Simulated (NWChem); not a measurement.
CH$_{4}$BeSe; SMILES [CH3][Be][SeH]

```xyz
7

Be     0.0086    -1.1513     0.0004
C      0.0176    -2.8253     0.0007
H     -0.6949    -3.2462    -0.7307
H     -0.2426    -3.2485     0.9867
H      1.0128    -3.2256    -0.2652
Se     0.0360     0.8929     0.0001
H     -1.4379     0.9174     0.0001
```
Atoms are numbered in this order, from 1.

Computed with NWChem. Medium grid unless said otherwise, to which SCAN and Minnesota functionals are sensitive. The geometry was optimised at PBE0/def2-SVP. Hybrids' shares of exact exchange are those that their runs print; pure functionals count as 0. The functionals differ in more than this share.

```csv
row,share of exact exchange,orbital gap (eV)
PBE/def2-TZVP,0.00,4.67
TPSS/def2-TZVP,0.00,4.94
B3LYP/def2-TZVP,0.20,6.12
r2SCAN0/def2-TZVP,0.25,7.02
M06-2X/def2-TZVP,0.54,withheld
```

Problem. Fit a straight line of the last column on the one before it, predict the withheld value, and compare with the run.

Solution. 
1. Means of the 4 shown rows: x = 0.113, y = 5.688. Slope Σ(x − x̄)(y − ȳ)/Σ(x − x̄)² = 0.4196/0.05188 = 8.089; intercept 4.777.
2. The shown rows scatter about the line by 0.201 (root mean square); the largest residual is -0.27, at B3LYP/def2-TZVP.
3. At x = 0.54 (M06-2X/def2-TZVP; beyond the shown range) the line gives 9.15.
4. The run gives 8.20, -0.95 from the line, 4.7 times the scatter.
